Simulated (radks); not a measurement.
Q: Tm III, 67 electrons, occupied as [Xe] 4f(up 7, down 6). Calculated with a radial shooting solver on a logarithmic mesh with Libxc functionals: scalar-relativistic Kohn-Sham, PBEsol, spin-polarised, spherical densities, point nucleus. Some entries of the table are withheld. Estimate them.

| orbital | occ. | eigenvalue (hartree) | <1/r> (bohr^-1) |
|---|---|---|---|
| 1s up | 1 | -2178.616 | 79.09 |
| 1s down | 1 | -2178.616 | 79.09 |
| 2s up | 1 | -368.0162 | 18.42 |
| 2s down | 1 | -368.0156 | 18.42 |
| 2p up | 3 | -325.0146 | 16.96 |
| 2p down | 3 | -325.0142 | 16.96 |
| 3s up | 1 | -83.11652 | 6.799 |
| 3s down | 1 | -83.10014 | 6.800 |
| 3p up | 3 | -70.09799 | 6.340 |
| 3p down | 3 | -70.08163 | 6.341 |
| 3d up | 5 | -54.02405 | 6.008 |
| 3d down | 5 | -54.01149 | 6.009 |
| 4s up | 1 | -16.80148 | 2.873 |
| 4s down | 1 | -16.76829 | 2.873 |
| 4p up | 3 | -12.52399 | 2.625 |
| 4p down | 3 | -12.49138 | 2.624 |
| 4d up | 5 | -6.84685 | 2.318 |
| 4d down | 5 | -6.81488 | 2.318 |
| 5s up | 1 | -2.50838 | 1.079 |
| 5s down | 1 | -2.49304 | 1.077 |
| 5p up | 3 | -1.53031 | (1) |
| 5p down | 3 | -1.51944 | (2) |
| 4f up | 7 | (3) | 1.696 |
| 4f down | 6 | (4) | 1.687 |

A: 
(1) 5p up <1/r> (bohr^-1): 0.8927
(2) 5p down <1/r> (bohr^-1): 0.8896
(3) 4f up eigenvalue (hartree): -0.65965
(4) 4f down eigenvalue (hartree): -0.63177
